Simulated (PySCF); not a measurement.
**Vibration and rotation of GaH⁺**

UHF-CCSD(T) constants of GaH⁺, ²Σ⁺ (doublet), unpaired electrons σ ↑ (basis Ga cc-pVDZ-PP with ECP10, H cc-pVDZ; scalar-relativistic core potentials; PySCF 2.14; masses 68.9256 and 1.0078 u):

* ωe: 1278.9 cm⁻¹
* ωexe: 126.0 cm⁻¹
* Be: 6.1381 cm⁻¹
* αe: 0.536 cm⁻¹
* De to Ga⁺ + H: 0.292 eV

(1) What force constant and bond length do these constants imply?

(2) Estimate the centrifugal constant D from the Kratzer relation and find the Dunham coefficient a1.

Correlated steps freeze 4 core orbitals. The bond is weak. Basis-set superposition, not corrected here, can be much of De in a small basis, most of all at correlated wavefunction levels. Spin–orbit coupling is left out. For an ion De counts to the pair picked by the measured ionisation energies or electron affinities, which need not be the lowest pair at this level. The state was picked by a PBE0 search and need not be the measured ground state.

## Answers

(1) Reduced mass μred = 0.99330 u; k = 5.8918×10⁻⁷·μred·ωe² (u, cm⁻¹, mdyn/Å) = 0.957 mdyn/Å; Re = √(16.8576/(μred·Be)) (u, cm⁻¹, Å) = 1.663 Å.

(2) D = 4Be³/ωe² = 0.000566 cm⁻¹; a1 = −1 − αeωe/(6Be²) = -4.03.
